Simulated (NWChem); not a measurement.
System: C4H3F; SMILES F/C=C\C#C

NWChem printed, in part:

```
             Northwest Computational Chemistry Package (NWChem) 7.3.0
             --------------------------------------------------------

 CS  symmetry detected

                             Geometry "geometry" -> ""
                             -------------------------

 Output coordinates in angstroms (scale by  1.889725989 to convert to a.u.)

  No.       Tag          Charge          X              Y              Z
 ---- ---------------- ---------- -------------- -------------- --------------
    1 C                    6.0000     0.53395195     2.19124376     0.00000000
    2 C                    6.0000    -0.12312329     1.17093187     0.00000000
    3 C                    6.0000    -0.92142260    -0.00195886     0.00000000
    4 C                    6.0000    -0.44017631    -1.25101059     0.00000000
    5 F                    9.0000     0.85133417    -1.52310393     0.00000000
    6 H                    1.0000     1.12308860     3.08967210     0.00000000
    7 H                    1.0000    -2.01005773     0.10777255     0.00000000
    8 H                    1.0000    -1.07041687    -2.14474638     0.00000000

 Effective nuclear repulsion energy (a.u.)     139.2488058078

      Symmetry information
      --------------------

 Group name             Cs
 Group number              2
 Group order               2
 No. of unique centers     8

  pbe96 is a nonlocal functional; adding pw91lda local functional.

                                 NWChem DFT Module
                                 -----------------

 Summary of "ao basis" -> "ao basis" (spherical)
 ------------------------------------------------------------------------------
       Tag                 Description            Shells   Functions and Types
 ---------------- ------------------------------  ------  ---------------------
 C                          def2-svp                 6       14   3s2p1d
 F                          def2-svp                 6       14   3s2p1d
 H                          def2-svp                 3        5   2s1p

      Symmetry analysis of basis
      --------------------------

        a'         62
        a"         23

            General Information
            -------------------
          SCF calculation type: DFT
          Wavefunction type:  closed shell.
          No. of atoms     :     8
          No. of electrons :    36
           Alpha electrons :    18
            Beta electrons :    18
          Charge           :     0
          Spin multiplicity:     1
          Use of symmetry is: on ; symmetry adaption is: on
          Maximum number of iterations: 150
          AO basis - number of functions:    85
                     number of shells:    39
          Convergence on energy requested:  1.00D-06
          Convergence on density requested:  1.00D-05
          Convergence on gradient requested:  5.00D-04

              XC Information
              --------------
          PerdewBurkeErnzerhof Exchange Functional  1.000
            Perdew 1991 LDA Correlation Functional  1.000 local
           PerdewBurkeErnz. Correlation Functional  1.000 non-local

             Grid Information
             ----------------
          Grid used for XC integration:  medium
          Radial quadrature: Mura-Knowles
          Angular quadrature: Lebedev.
          Tag              B.-S. Rad. Rad. Pts. Rad. Cut. Ang. Pts.
          ---              ---------- --------- --------- ---------
          C                   0.70       49          12.0       434
          F                   0.50       49          12.0       434
          H                   0.35       45          13.0       434
          Grid pruning is: on
          Number of quadrature shells:   380
          Spatial weights used:  Erf1

      Superposition of Atomic Density Guess
      -------------------------------------

 Sum of atomic energies:        -251.28959051

      Non-variational initial energy
      ------------------------------

 Total energy =    -253.764922
 1-e energy   =    -617.834192
 2-e energy   =     224.820464
 HOMO         =      -0.266861
 LUMO         =      -0.006250

      Symmetry analysis of molecular orbitals - initial
      -------------------------------------------------

  Numbering of irreducible representations:

     1 a'          2 a"

  Orbital symmetries:

     1 a'          2 a'          3 a'          4 a'          5 a'
     6 a'          7 a'          8 a'          9 a'         10 a'
    11 a'         12 a"         13 a'         14 a'         15 a'
    16 a"         17 a'         18 a"         19 a"         20 a'
    21 a'         22 a'         23 a"         24 a'         25 a'
    26 a'         27 a'         28 a'

   convergence    iter        energy       DeltaE   RMS-Dens  Diis-err
 ---------------- ----- ----------------- --------- --------- ---------
 d= 0,ls=0.0,diis     1   -253.4026288608 -3.93D+02  2.06D-02  7.11D-01
 d= 0,ls=0.0,diis     2   -253.2593383471  1.43D-01  1.37D-02  1.87D+00
 d= 0,ls=0.0,diis     3   -253.4525581412 -1.93D-01  6.44D-03  2.21D-01
 d= 0,ls=0.0,diis     4   -253.4638017194 -1.12D-02  3.07D-03  1.73D-01
 d= 0,ls=0.0,diis     5   -253.4857993951 -2.20D-02  1.08D-03  5.38D-03
  Resetting Diis
 d= 0,ls=0.0,diis     6   -253.4860882903 -2.89D-04  5.84D-04  3.79D-03
 d= 0,ls=0.0,diis     7   -253.4865540606 -4.66D-04  1.47D-04  3.60D-05
 d= 0,ls=0.0,diis     8   -253.4865491667  4.89D-06  1.09D-04  7.67D-05
 d= 0,ls=0.0,diis     9   -253.4865570577 -7.89D-06  3.08D-05  9.53D-06
 d= 0,ls=0.0,diis    10   -253.4865584799 -1.42D-06  3.19D-06  9.46D-08
 d= 0,ls=0.0,diis    11   -253.4865584894 -9.46D-09  9.73D-07  1.17D-08

         Total DFT energy =     -253.486558489401
      One electron energy =     -621.170501527250
           Coulomb energy =      261.275575791919
    Exchange-Corr. energy =      -32.840438561905
 Nuclear repulsion energy =      139.248805807835

 Numeric. integr. density =       35.999995224731

[...]
```

Level: PBE/def2-SVP, vertical spin-unrestricted ions. Coordinates come from a PBE0/def2-SVP optimisation.

Problem. Which NWChem input produces such a log?

Solution. This is not unique; one that fits is the input that was run:
```
start job
memory heap 200 mb stack 900 mb global 1100 mb
geometry units angstroms noautoz
  C      0.554886     2.181311     0.000000
  C     -0.110745     1.166560     0.000000
  C     -0.918878     0.000423     0.000000
  C     -0.448151    -1.252631     0.000000
  F      0.841026    -1.535574     0.000000
  H      1.151556     3.074754     0.000000
  H     -2.006552     0.119304     0.000000
  H     -1.085884    -2.141036     0.000000
end
basis spherical
  * library def2-svp
end
dft
  xc xpbe96 cpbe96
  iterations 150
  vectors input atomic output neutral.movecs
end
task dft energy
charge 1
dft
  odft
  mult 2
  vectors input atomic output cation.movecs
end
task dft energy
```
